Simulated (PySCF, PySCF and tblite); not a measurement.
A run on one conformer of C6H10O2S, numbered as in [CH3:1][C:2](=[O:3])[O:4][C@@H:5]1[CH2:6][CH2:7][S:8][CH2:9]1, from an ensemble study. The sound level was wB97X-D/pcSseg-1 (IEF-PCM, methanol) on GFN2-xTB geometries.

Input:

```
{"job": {"xc": "wB97X-D", "basis": "pcSseg-1", "solvent": "methanol", "scf": {"max_cycle": 5}, "kind": "nmr", "pop": false}, "charge": 0, "multiplicity": 1}
C      3.001422     0.268854     0.112732
C      1.758841    -0.538551     0.372418
O      1.697769    -1.530991     1.046932
O      0.709762    -0.012343    -0.273217
C     -0.544681    -0.682675    -0.137286
C     -1.414370    -0.292159    -1.327174
C     -1.821682     1.151269    -1.091562
S     -2.247498     1.257872     0.681736
C     -1.273242    -0.226100     1.122935
H      2.769191     1.329478     0.140784
H      3.758062     0.020760     0.850395
H      3.376283     0.025103    -0.879473
H     -0.353261    -1.761945    -0.090199
H     -2.292489    -0.938701    -1.348930
H     -0.864841    -0.398802    -2.262213
H     -2.691411     1.451365    -1.670624
H     -0.993403     1.832384    -1.285075
H     -1.962128    -0.993025     1.474040
H     -0.577709     0.026189     1.921175
```

Command: OMP_NUM_THREADS=1 python ens_run.py task.json out

Output:

```
final grid: 155136 points
cycle   1  E = -782.9681037788  dE =  1.692e+00  |g| = 9.432e-01  |ddm| = 3.866e+00
cycle   2  E = -782.9039997384  dE =  6.410e-02  |g| = 1.190e+00  |ddm| = 1.218e+00
cycle   3  E = -783.1400019935  dE = -2.360e-01  |g| = 1.078e-01  |ddm| = 6.639e-01
cycle   4  E = -783.1415820813  dE = -1.580e-03  |g| = 6.544e-02  |ddm| = 9.926e-02
cycle   5  E = -783.1423029507  dE = -7.209e-04  |g| = 1.167e-02  |ddm| = 4.296e-02
SCF not converged, last energy = -783.1423029507
```

Question: What is wrong with this calculation?

Answer: The setting at fault: too few SCF cycles. The calculation stopped without meeting its thresholds.
